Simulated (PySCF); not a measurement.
# Bond lengths and vibrations by method: BClGeH3N

All numbers below are calculated, not measured. They come from PySCF 2.14.0, an open-source quantum chemistry program, on an isolated molecule that a program drew, which may never have been made. The molecule is BClGeH3N (charge 0, singlet), drawn as the SMILES string `ClB=[N][GeH3]`.

The geometry was optimised and harmonic frequencies were computed with HF and MP2, all in the cc-pV(D+d)Z basis, for the commonest isotopes, with a restricted reference for singlets and an unrestricted one otherwise, and a frozen core in MP2. Germanium has the cc-pVDZ-PP basis, with a core potential (ECP10MDF) in place of its 10 inner electrons, and its 3s, 3p and 3d shells are frozen in MP2. Each result is a local minimum of its method.

Geometry at the HF minimum:
```xyz
7
BClGeH3N, angstrom
Cl   -1.6372    2.7799    1.1383
B    -0.0690    2.1087    1.1641
N     1.0683    1.6219    1.1829
Ge    2.7382    0.9071    1.2104
H     3.2461    0.7904   -0.2264
H     2.6701   -0.4749    1.8598
H     3.6524    1.8261    2.0202
```

Lengths of the bonds as drawn, in Å (atoms numbered as above):
| bond | HF | MP2 |
|---|---|---|
| Cl1-B2 | 1.706 | 1.708 |
| B2-N3 | 1.237 | 1.267 |
| N3-Ge4 | 1.817 | 1.838 |
| Ge4-H5 | 1.528 | 1.532 |
| Ge4-H6 | 1.528 | 1.532 |
| Ge4-H7 | 1.528 | 1.532 |

Rotational constants, in GHz:
| constant | HF | MP2 |
|---|---|---|
| A | 79.78 | 79.06 |
| B | 0.8735 | 0.8537 |
| C | 0.8735 | 0.8537 |

Harmonic frequencies in cm^-1, each column in rising order, so a row needn't be the same motion in every method:
```
rank    HF   MP2
   1    94    83
   2    94    83
   3   361   343
   4   420   354
   5   420   354
   6   707   663
   7   707   663
   8   886   859
   9   959   909
  10   959   909
  11   965   914
  12  2134     ?
  13  2235  2208
  14  2235  2208
  15  2264  2216
```

**Estimate the missing MP2 frequency from the HF column.**

A single factor s that minimises the squared misfit of MP2 against s times HF over the other rows is sum(HF x MP2) / sum(HF^2) = 0.9740, with an rms misfit of 29 cm^-1. For rank 12 it gives 0.9740 x 2134 = 2079 cm^-1. The calculation gives 1987 cm^-1, 92 cm^-1 below the estimate. The drawn bonds are on average 0.7 % longer in MP2 than in HF.
